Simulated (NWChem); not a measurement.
Species: SiH3Cl; SMILES [SiH3]Cl

Results from NWChem. Pople sets run with spherical d functions. Each level has its own optimisation; frequencies are unscaled.

```
level                                 r Cl–Si (Å)  r H–Si (Å)  highest harmonic frequency (cm⁻¹)  lowest (cm⁻¹)  zero-point energy (kcal/mol)  dipole (D)
------------------------------------  -----------  ----------  ---------------------------------  -------------  ----------------------------  ----------
Hartree-Fock/STO-3G                         2.088       1.422                               2929            647                          20.7        3.06
Hartree-Fock/3-21G                          2.191       1.475                               2357            475                          17.0        3.53
Hartree-Fock/6-31G*                         2.067       1.468                               2430            569                          17.8        2.06
B3LYP/6-31G*                                2.077       1.481                               2293            538                          16.6        1.78
LDA (Slater exchange, VWN5)/def2-SVP        2.060       1.502                               2186            561                          15.8        1.17
PBE/def2-SVP                                2.080       1.501                               2191            542                          15.9        1.24
BLYP/def2-SVP                               2.094       1.497                               2186            525                          15.9        1.23
PBE0/def2-SVP                               2.068       1.489                               2265            560                          16.4        1.38
```
